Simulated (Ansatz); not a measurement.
Ga12As12H32, a nanocrystal cut from zinc blende GaAs (hydrogen-capped), relaxed as a singlet with RKS PBE-D4/def2-SVP in Ansatz, starting from a model built from a lattice or polyhedron. Force threshold 0.03 eV/Å.

Single mean-field runs in def2-SVP are fitted with def2-universal-jkfit.

Start:

```xyz
56

Ga   -0.254   -4.390    1.988
Ga   -3.055   -1.325   -3.535
Ga   -3.273    2.121   -1.508
Ga   -0.481   -0.955    4.009
Ga   -2.001    2.297    2.276
Ga   -1.773   -1.120    0.242
Ga    1.772   -2.561   -0.908
Ga    0.294    0.699   -2.659
Ga    1.523    0.853    1.117
Ga    3.069   -2.385    2.870
Ga    0.049    4.180   -0.634
Ga    3.631    2.748   -1.782
As   -2.899   -2.537   -1.446
As   -1.607   -2.353    2.345
As    1.952   -3.780    1.192
As   -3.096    0.903    0.603
As   -0.812   -0.690   -4.328
As   -1.044    2.729   -2.285
As   -1.809    1.084    4.353
As    1.730   -0.343    3.223
As    0.240    2.917    1.494
As    0.454   -0.536   -0.540
As    2.508    1.327   -3.419
As    3.811    1.493    0.344
H    -0.144   -5.182    3.316
H    -0.971   -5.256    0.949
H    -3.758   -2.190   -4.604
H    -3.921   -0.012   -3.310
H    -4.102    3.422   -1.273
H    -3.965    1.244   -2.565
H    -0.362   -1.721    5.343
H    -2.824    3.584    2.531
H     1.077   -3.431   -1.941
H     3.184   -2.164   -1.421
H     3.200   -3.163    4.184
H     4.455   -1.980    2.386
H    -0.772    5.451   -0.397
H     1.465    4.527   -1.136
H     2.774    4.005   -1.539
H     5.008    3.114   -2.287
H    -4.291   -2.876   -0.925
H    -2.027   -3.791   -1.626
H    -2.980   -2.756    2.853
H     2.781   -5.052    0.967
H    -4.481    0.516    1.092
H    -0.959    0.065   -5.624
H    -0.030   -1.946   -4.544
H    -1.156    3.527   -3.610
H    -3.198    0.704    4.864
H    -1.122    1.955    5.429
H     2.423    0.543    4.274
H     0.927    3.768    2.496
H     3.310    0.051   -3.636
H     2.401    2.083   -4.744
H     4.619    0.219    0.104
H     4.510    2.367    1.381
```

```
step    energy (eV)  largest force component (eV/Å)  SCF passes
   1  -1358794.7464                           1.377          20
   2  -1358797.0151                           0.627          26
   3  -1358797.7106                           0.193          20
   4  -1358797.9343                           0.126          21
   5  -1358798.0265                           0.130          20
   6  -1358798.0941                           0.068          20
   7  -1358798.1388                           0.046          20
   8  -1358798.1695                           0.091          20
   9  -1358798.1840                           0.156          20
  10  -1358798.1927                           0.220          20
  11  -1358798.2033                           0.148          21
  12  -1358798.2210                           0.015          20
  13  -1358798.2258                           0.021          20
  14  -1358798.2292                           0.097          20
  15  -1358798.2322                           0.061          21
  16  -1358798.2342                           0.020          21
  17  -1358798.2358                           0.019          20
```

Force components are those of the run's own axes.

End:

Cartesian coordinates in Å:
```
Ga -0.286 -4.543 1.759
Ga -2.945 -2.105 -3.825
Ga -3.624 2.165 -1.605
Ga -0.455 -1.092 4.217
Ga -2.176 2.583 2.344
Ga -1.856 -0.970 0.433
Ga 1.729 -2.357 -1.179
Ga 0.025 1.008 -2.395
Ga 1.391 0.988 1.290
Ga 3.286 -2.391 2.700
Ga 0.203 4.473 -0.595
Ga 4.346 2.295 -1.898
As -2.845 -2.436 -1.326
As -1.489 -2.390 2.395
As 1.861 -3.529 0.998
As -3.161 1.098 0.632
As -0.995 -0.510 -4.095
As -1.288 3.012 -1.999
As -1.767 1.055 4.287
As 1.718 -0.458 3.242
As 0.094 3.060 1.491
As 0.349 -0.389 -0.432
As 2.333 1.497 -3.215
As 3.664 1.487 0.393
H -0.107 -5.349 3.106
H -1.094 -5.094 0.509
H -2.507 -3.458 -4.500
H -4.238 -1.262 -4.120
H -4.626 3.361 -1.404
H -3.826 0.973 -2.627
H -0.435 -1.751 5.647
H -3.039 3.836 2.753
H 0.795 -3.102 -2.228
H 3.113 -1.710 -1.619
H 3.398 -3.237 4.029
H 4.529 -1.706 1.990
H -0.483 5.860 -0.309
H 1.662 4.284 -1.178
H 4.254 3.863 -1.873
H 5.561 1.411 -2.369
H -4.254 -2.786 -0.857
H -2.196 -3.783 -1.026
H -2.897 -2.709 2.903
H 2.693 -4.777 0.696
H -4.501 0.677 1.235
H -1.249 0.342 -5.337
H 0.184 -1.306 -4.645
H -1.305 3.649 -3.390
H -3.126 0.764 4.923
H -1.218 1.913 5.426
H 2.357 0.455 4.290
H 0.756 3.847 2.623
H 2.740 0.236 -3.969
H 2.174 2.406 -4.433
H 4.429 0.208 0.721
H 4.345 2.393 1.415
```

By distances, no bond broke or formed. The bond that changes most is Ga2–As13, from 2.42 to 2.52 Å (atoms count from 1).

The force fell under the threshold at step 12, but the optimiser went on and released 0.015 eV more. No frequencies were taken in this run, so the end may be a saddle point.

Run time 77 s (11 threads of AMD EPYC 7R13 on a shared host and a whole NVIDIA H100 80GB HBM3), peak host memory 1.9 GiB.
